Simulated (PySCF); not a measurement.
# Br⁺ (bromine, charge +1): UHF calculation

Configuration: [Ar] 3d10 4s1 4p4 5s1, high-spin 5P determinant (an excited configuration). Computed with PySCF 2.14 in aug-cc-pVTZ-PP with one added diffuse shell each of s, d, f type with ECP10MDF (7s5p5d3f, 68 functions), with scalar relativity through the core potential.

```json
{
  "Total energy": "-414.222507 hartree",
  "One-electron energy": "-712.8933 hartree",
  "Hartree (Coulomb) energy": "328.0510 hartree",
  "Exchange energy": "-29.3802 hartree",
  "⟨S²⟩": "6.0063",
  "⟨L²⟩": "2.113",
  "Sum of ⟨r⟩": "23.81 bohr",
  "Sum of ⟨r²⟩": "47.78 bohr²",
  "Traceless quadrupole moment −½Σ⟨3z² − r²⟩ along its main axis": "0.345 e·bohr²"
}
```

```json
{"shell": "3s α", "electrons": "1", "mean orbital energy (eV)": "-287.74", "spread (eV)": "0", "rms radius, mean of both spins (bohr)": "0.590"}
{"shell": "3s β", "electrons": "1", "mean orbital energy (eV)": "-286.04", "spread (eV)": "0", "rms radius, mean of both spins (bohr)": "0.590"}
{"shell": "3p α", "electrons": "3", "mean orbital energy (eV)": "-226.35", "spread (eV)": "0.675", "rms radius, mean of both spins (bohr)": "0.609"}
{"shell": "3p β", "electrons": "3", "mean orbital energy (eV)": "-225.11", "spread (eV)": "0.031", "rms radius, mean of both spins (bohr)": "0.609"}
{"shell": "3d α", "electrons": "5", "mean orbital energy (eV)": "-105.09", "spread (eV)": "0.634", "rms radius, mean of both spins (bohr)": "0.641"}
{"shell": "3d β", "electrons": "5", "mean orbital energy (eV)": "-104.27", "spread (eV)": "0.315", "rms radius, mean of both spins (bohr)": "0.641"}
{"shell": "4s α", "electrons": "1", "mean orbital energy (eV)": "-47.767", "spread (eV)": "0", "rms radius, mean of both spins (bohr)": "1.69"}
{"shell": "4p α", "electrons": "3", "mean orbital energy (eV)": "-29.554", "spread (eV)": "1.754", "rms radius, mean of both spins (bohr)": "2.01"}
{"shell": "4p β", "electrons": "1", "mean orbital energy (eV)": "-23.306", "spread (eV)": "0", "rms radius, mean of both spins (bohr)": "2.01"}
{"shell": "5s α", "electrons": "1", "mean orbital energy (eV)": "-9.633", "spread (eV)": "0", "rms radius, mean of both spins (bohr)": "4.66"}
```

Energies and moments cover only the electrons outside the core potential. The outer electron is Rydberg-like, and this basis confines it to a smaller radius and binds it less than a complete one would.
